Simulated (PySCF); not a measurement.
## ZrCl2, triplet: computed properties

Level of theory: PySCF, UB3LYP, basis Zr def2-TZVP with ECP28, Cl def2-TZVP (scalar-relativistic core potentials, no spin–orbit coupling, density fitting).

The structure is a minimum.

| Property | Result |
| --- | --- |
| Point group | C2v |
| Bond lengths | Zr–Cl 2.369 Å (×2) |
| Bond angles | Cl–Zr–Cl 147.6° |
| Principal quadrupole moments (Buckingham, traceless) about the centre of mass | -11.80, 5.41, 6.39 D Å |
| Atomisation energy without zero-point energy | 952 kJ/mol |
| Highest occupied level (α) | -5.62 eV |
| Spin squared ⟨S²⟩ | 2.003 |
| Heat capacity Cp at 298.15 K | 54.3 J/(mol K) |
| Rotational symmetry number | 2 |
| Entropy at 298.15 K and 1 bar (electronic part: spin only) | 314.8 J/(mol K) |
| Rotational constants | 0.9784, 0.04659, 0.04447 cm⁻¹ |
| Dipole moment | 1.55 D |
| Principal polarisabilities | 77.7, 78.0, 91.1 bohr³ |
| Enthalpy at 298.15 K above 0 K | 13.90 kJ/mol |
| Zero-point energy | 4.7 kJ/mol |
| Lowest empty level (α) | -3.10 eV |

Harmonic modes (masses in u: Zr 89.905, Cl 34.969):
```
symmetry  ω (cm⁻¹)  IR (km/mol)     type
      a1        46          5.2     bend
      a1       349          9.3  stretch
      b2       398          143  stretch
```

In C2v the vibrations span 2a1 + b2. Here b1 is antisymmetric to the molecular plane and b2 lies in it.

Charges (e):
```
 atom  Mulliken  Löwdin  polar tensor  spin (Mulliken)  Mayer order to Zr1
  Zr1      0.80   -0.06          1.18             2.05                   –
Cl2,3     -0.40    0.03         -0.59            -0.02                1.07
```

Mulliken populations on Zr1 (electrons outside its core potential): s 2.70, p 6.22, d 2.24, f 0.04.

Formally Zr is in oxidation state +2, d2, with 2 unpaired electrons (the high-spin count). The Mulliken spin on Zr is 2.05. The polar-tensor charge on Zr, 1.18, is far below the formal one.

Only a few start shapes were tried, so a lower isomer may exist. Open d and f shells are described by one determinant, and the ground state may have another occupation or spin.

The final relaxation and frequency run took 37 s on 4 threads of a shared Arm Neoverse V2 host, with 114 basis functions and 11 gradients; the process peaked at 1 GiB.
